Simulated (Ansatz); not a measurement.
The same path of CH$_{3}$BO$_{2}$Si (8 atoms, charge 0, multiplicity 1) was run twice with different band settings. The coordinate that changes most is the angle Si4–O5–H8.

The calculation used RKS revPBE/def2-SVP (Ansatz).

Relaxed end points:

```xyz
8
Properties=species:S:1:pos:R:3
O 0.046 -2.100 2.003
C 0.401 -1.099 1.514
B 0.828 0.155 0.879
Si -0.074 0.607 -0.692
O -1.300 -0.322 -1.371
H 1.708 0.848 1.344
H 0.167 1.828 -1.538
H -1.684 0.027 -2.195
```

```xyz
8
Properties=species:S:1:pos:R:3
O -0.174 -2.103 1.729
C 0.271 -1.090 1.343
B 0.792 0.175 0.816
Si 0.000 0.784 -0.770
O -1.229 0.091 -1.681
H 1.679 0.797 1.362
H 0.342 2.035 -1.515
H -1.590 -0.747 -1.340
```

Common settings: movable images 5; climbing image yes; spring 5.0 eV/Å²; optimiser quadratic models (default); start path IDPP; force threshold 0.05 eV/Å; end points relaxed.

| run | iteration limit |
| --- | --- |
| 1 | 51 |
| 2 | 6 |

What does each run give, and how far can it be trusted?

Run 1: converged after 5 iterations, highest image 0.345 eV above the first end. A vibrational analysis at the climbing image gives 2 clearly imaginary modes (647i, 494i cm⁻¹): a point of higher order, so a lower path passes nearby.
Run 2: converged after 5 iterations, highest image 0.345 eV above the first end. Another band between the same ends (5 images) ends at a top of the same energy, where a vibrational analysis finds 2 clearly imaginary modes.
